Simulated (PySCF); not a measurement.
## Rotational lines of SnBr⁺

Lines J+1 ← J of the vibrational ground state, computed from RHF-CCSD(T) constants of SnBr⁺, ¹Σ⁺ (singlet), closed shell (basis Sn def2-SVP with ECP28, Br def2-SVP; scalar-relativistic core potentials; PySCF 2.14; masses 119.9022 and 78.9183 u), in MHz:

```tsv
J	ν (MHz)
5	21419.5
6	24989.3
7	28559.1
8	32128.8
9	35698.4
```

Task: Find B0 and the effective bond length r0; with αe = 0.000153 cm⁻¹, find Re.

Result: ν = 2B0(J+1) − 4D(J+1)³ gives B0 = 0.059541 cm⁻¹. With the reduced mass μred = 47.593 u, r0 = √(16.8576/(μred·B0)) (u, cm⁻¹, Å) = 2.4390 Å. Be = B0 + αe/2 = 0.059617 cm⁻¹ gives Re = 2.437 Å.

Correlated steps freeze 13 core orbitals. Correlated levels converge slowly with the basis: in double zeta they bind strong bonds too weakly, by up to about 1 eV, and carry superposition errors of some tenths. These are scalar-relativistic numbers at best; spin–orbit coupling would shift them, the dissociation energy most. For an ion De counts to the pair picked by the measured ionisation energies or electron affinities, which need not be the lowest pair at this level. Where the molecule has an RHF reference, its open-shell atoms are computed with UHF.
